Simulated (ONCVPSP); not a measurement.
What one change does to a pseudopotential (Tc (Z = 43), ONCV)

```json
{
 "Element": "technetium",
 "Generator": "ONCVPSP 4.0.1",
 "Type": "optimised norm-conserving Vanderbilt (ONCV)",
 "Functional": "PBE",
 "Relativity": "non-relativistic",
 "Frozen core": "[Ar] 3d10",
 "Valence charge": "15",
 "Reference configuration": "4s2 4p6 4d4 (charge +3)",
 "Partial waves": "4s: rc 1.90 bohr, ncon 3, nbas 7, qcut 8.2 1/bohr, 2 projectors, debl 1.5 Ha; 4p: rc 1.70 bohr, ncon 3, nbas 8, qcut 9.8 1/bohr, 3 projectors, debl 1.8 Ha; 4d: rc 1.85 bohr, ncon 4, nbas 8, qcut 7.6 1/bohr, 2 projectors, debl 0.8 Ha",
 "Local potential": "polynomial inside 1.10 bohr (lpopt 1, dvloc0 2 Ha)",
 "Core correction": "Teter function, parameters optimised by the program"
}
```

In the s channel the program set the typed energies aside and used -3.657, 0.050 Ha. In the p channel the program set the typed energies aside and used -2.738, 0.250, 2.050 Ha. In the d channel the program set the typed energies aside and used -1.308, 0.250 Ha.

All-electron outer shells of the reference configuration (PBE, non-relativistic, ld1.x):

```csv
shell,level (eV),outermost node (bohr),outermost maximum (bohr)
4s,-99.51,0.51,0.98
4p,-74.50,0.51,1.03
4d,-35.59,0.50,1.22
```

Change: s: qcut 6.3; p: qcut 7.5; d: qcut 5.9.

Cutoffs: the cutoffs (Ha) at which the residual kinetic energy of the hardest occupied pseudo-wave falls to 1 and 0.1 mHa per electron; they do not see the model core or the augmentation charge, which bear on the density cutoff. Errors are all-electron minus pseudo energies relative to the spin-unpolarised reference configuration.

Question: How do hardness, ghosts and transferability respond?

Answer: The potential gets neither clearly harder nor softer (25 Ha and 32 Ha → 18 Ha and 60 Ha); the bound ghost in d disappears; of the 4 tests that both files solve, the error grows in 4 and shrinks in 0 by more than 15 % and 0.3 meV (median size 3.8 → 13.4 meV); the range in which the s phases agree narrows (upper end 4.8 → 3.7).

```tsv
quantity	base	changed
cutoff, loose	25 Ha	18 Ha
cutoff, tight	32 Ha	60 Ha
loose cutoff by channel	s 20 Ha, p 25 Ha, d 21 Ha	s 13 Ha, p 13 Ha, d 18 Ha
bound ghosts	d	none
GHOST(+) flags under 300 eV	none	none
error for 4s2 4p6 4d5 5s2, meV [ΔE -51.21 eV]	+4.3	+15
error for 4s2 4p6 4d5 5s1, meV [ΔE -43.40 eV]	+4.7	+15
error for 4s2 4p6 4d5, meV [ΔE -29.08 eV]	+3.2	+12
error for 4s2 4p6 4d5 5p1, meV [ΔE -39.22 eV]	+3.1	+9.9
s: phases at 1.93 bohr within 0.05 rad from the reference energy up to (Ha; the scan ends near 5)	4.8	3.7
p: phases at 1.73 bohr within 0.05 rad from the reference energy up to (Ha; the scan ends near 5)	to the end of the scan	to the end of the scan
d: phases at 1.88 bohr within 0.05 rad from the reference energy up to (Ha; the scan ends near 5)	to the end of the scan	to the end of the scan
rms error of d²Exc/dni dnj with the model core, mHa	0.27	0.96
```

 A true bound ghost makes a file unfit for plane-wave use even where its test errors are small: the radial tests pick states by their node count and pass the ghost by.
